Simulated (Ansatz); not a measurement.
Isolated molecules relaxed with PBE0-D4/def2-TZVP in Ansatz; ΔE leaves out vibrations. CBS: MP2 limit from def2 TZ/QZ plus the TZ coupled-cluster correction, frozen cores. This one scheme is used for every species, atoms too. Functionals use def2-TZVPP. B3LYP here is the variant with VWN-RPA as its local correlation; programs differ in this. No spin–orbit coupling; open shells (•) take unrestricted orbitals. Spin–orbit coupling would lower the free atoms: a little for B, F, Si.

Consider the atomization: `FB(F)[SiH3]` → B• + 2 F• + 3 H• + Si•.

```tsv
level	ΔE (kJ/mol)
BLYP	2544.1
B3LYP	2551.6
BHLYP	2489.9
MP2/def2-SVP	2499.0
CCSD/def2-TZVPP	2479.2
CCSD(T)/def2-TZVPP	2510.4
HF/def2-QZVPP	1993.6
HF/CBS(def2)	1994.3
```

Task: What does CCSD(T)/CBS give? (Estimate.)

Result: Ansatz gave: +2569.5 kJ/mol. The listed levels differ from it by -25.4, -17.9, -79.6, -70.5, -90.3, -59.1, -575.9, -575.2 kJ/mol.

Largest T1 diagnostic among the species: 0.014.

The D4 term adds +16.5 kJ/mol with B3LYP and +8.5 kJ/mol with PBE0; it sums over pairs of atoms, weighted by their polarisabilities, and B3LYP, whose exchange is more repulsive, gets the larger term. Leaving LDA and LC-ωPBE aside and taking each functional with its dispersion term where it has one, the values, not all of them listed here, spread over 97.0 kJ/mol, from BHLYP-D4 to PBE-D4. LDA lies +329.6 kJ/mol from PBE without D4, its usual overbinding. In def2-TZVPP, CCSD(T) changes the Hartree–Fock value by +521.3 kJ/mol (the triples alone add +31.2 kJ/mol) and MP2 by +579.9 kJ/mol; breaking electron pairs costs correlation energy, which Hartree–Fock lacks.

For atomizations the MP2-based limit and the directly extrapolated one differ by several kJ/mol either way, and by 10 to 25 for some Ge, Se and Sn compounds, so smaller differences from it don't rank the levels.
